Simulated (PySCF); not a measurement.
Excitations are Tamm–Dancoff values on a coarser integration grid. The basis has no diffuse functions, so Rydberg states are missing or too high.

Z-matrix (Å, degrees):
```
C
H 1 1.0840
C 1 1.4920 2 117.13
H 3 1.0832 1 117.43 2 -144.86
H 3 1.0833 4 114.40 1 -145.29
C 1 1.4920 2 117.13 3 69.04
H 6 1.0832 1 117.43 2 144.86
H 6 1.0833 7 114.40 1 145.29
S 1 1.7859 2 109.09 3 -145.48
H 9 1.3426 1 96.40 2 180.00
```
Charge 0, spin multiplicity 1.

**Question.** Estimate the dipole moment, HOMO, S1 excitation (TDA), S1–T1 gap (TDA) and T1 excitation (TDA) that PBE-D3(BJ)/def2-TZVP // PBE0-D3(BJ)/def2-TZVP (PySCF) returns for this input.

**Answer.** 
| Property | Result |
|---|---|
| dipole moment | 1.56 D |
| HOMO | -5.27 eV |
| S1 excitation (TDA) | 4.95 eV |
| S1–T1 gap (TDA) | 0.48 eV |
| T1 excitation (TDA) | 4.47 eV |
